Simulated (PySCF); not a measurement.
1,1-dichlorobuta-1,2-diene (C4H4Cl2), SMILES C(C)=C=C(Cl)Cl. The structure is a stationary point at B3LYP-D3(BJ)/def2-SVP.

Computed equilibrium geometry at B3LYP-D3(BJ)/def2-SVP (PySCF confirms it by a frequency run) as Cartesian coordinates in Å, and its point group:
point group Cs.
```xyz
10

C     -3.1956     0.4806     0.0000
C     -2.1200    -0.5709     0.0000
C     -0.8288    -0.3385     0.0000
C      0.4552    -0.0970     0.0000
Cl     1.3838     0.0749     1.4713
Cl     1.3838     0.0749    -1.4713
H     -3.8429     0.3669    -0.8860
H     -2.7725     1.4945     0.0000
H     -3.8429     0.3669     0.8860
H     -2.4551    -1.6190     0.0000
```
Charge 0, spin multiplicity 1.
